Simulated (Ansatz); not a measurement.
Geometry optimisation, Ansatz, RKS r2SCANh/def2-SVP.

Input file:

```yaml
crystal:
  periodic: [false, false, false]
  atoms:
    - { symbol: "N", position_ang: [-0.806, 0.3914, -1.4439] }
    - { symbol: Sn, position_ang: [0.239, -0.1172, 0.1979] }
    - { symbol: O, position_ang: [1.0688, -1.8668, -0.1461] }
    - { symbol: O, position_ang: [-0.8826, -0.2408, 1.7656] }
    - { symbol: F, position_ang: [1.6119, 1.2152, 0.5249] }
    - { symbol: H, position_ang: [-1.2536, 1.3951, -1.2511] }
    - { symbol: H, position_ang: [-0.1472, 0.5643, -2.234] }
    - { symbol: H, position_ang: [1.6381, -2.0442, 0.6949] }
    - { symbol: H, position_ang: [-1.3799, 0.6566, 1.8747] }
basis:
  gaussian: { orbitals: def2-SVP }
hamiltonian:
  xc: r2scanh
relax:
  f_tol: 0.015
  max_steps: 40
output:
  orbitals: {}
```

Run as:

```bash
$ ansatz run input.yaml --threads 2 --pin off --max-ram 3072MiB --backend cpu --events-out ev --progress --plain --runs-dir out
```

Problem. Where does it end, and by what steps?

Solution. It converged. The force dipped under the threshold on the way, but the program's further checks kept it going. After 13 steps the energy has fallen by 0.498 eV; H9 moved furthest, 0.79 Å.

```tsv
step	energy less start (eV)	largest force component (eV/Å)	accepted
0	0.0000	3.058	yes
1	-0.3870	1.053	yes
2	-0.4352	0.324	yes
3	-0.4460	0.164	yes
4	-0.4304	1.482	no
5	-0.4549	0.165	yes
6	-0.4606	0.667	yes
7	-0.4657	0.932	yes
8	-0.4910	0.154	yes
9	-0.4954	0.073	yes
10	-0.4964	0.114	yes
11	-0.4979	0.014	yes
12	-0.4978	0.114	no
13	-0.4980	0.010	yes
```

```xyz
9
Properties=species:S:1:pos:R:3
N -0.773 0.419 -1.572
Sn 0.106 -0.041 0.163
O 1.024 -1.751 -0.116
O -1.213 -0.015 1.619
F 1.467 1.167 0.845
H -1.214 1.335 -1.572
H -0.138 0.360 -2.365
H 1.664 -1.932 0.583
H -0.835 0.412 2.398
```

Whether the end is a true minimum wasn't checked by a vibrational analysis.

Run time: 70 s on 2 threads of Intel(R) Xeon(R) 6975P-C (Granite Rapids) (shared host), peak memory 0.28 GiB.
